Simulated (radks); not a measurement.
Values are calculated unless marked as measured or tabulated.
Valence configurations of Nd I (all share [Xe]). Level of theory: Dirac Kohn-Sham, PBE, spin-unpolarised, spherical densities, finite nucleus; open shells fill j = l - 1/2 first; Fermi nuclear charge, rms radius 4.9123 fm (a radial shooting solver on a logarithmic mesh with Libxc functionals). Energies are relative to 4f4 6s2; eigenvalues in eV.

valence          E (eV)  e(4f5/2)  e(5d3/2)  e(6p1/2)  e(6s1/2)
4f4 6s2           0.000    -1.840         -         -    -3.497
4f6               7.105    -0.345         -         -         -
4f3 6s2 6p1       3.923   -10.050         -    -2.306    -5.046
4f4 6s1 6p1       2.193    -2.899         -    -1.847    -4.085
4f5.5 6p0.5       6.099    -0.210         -    -2.204         -
4f4 5d1 6s1       1.630    -0.703    -1.319         -    -3.061
4f4 5d0.5 6s1.5   0.783    -1.204    -1.619         -    -3.254
4f3 5d2 6p1       5.032    -6.362    -2.863    -1.666         -
4f3.5 5d0.5 6s2   0.379    -4.247    -2.503         -    -3.687

NIST lists [Xe] 4f4 6s2 as the ground configuration; this level of theory agrees among the configurations tried. The energies are those of spherical spin-averaged densities, not of single terms. No valid solution was reached for [Xe] 4f4.5 6s1.5.
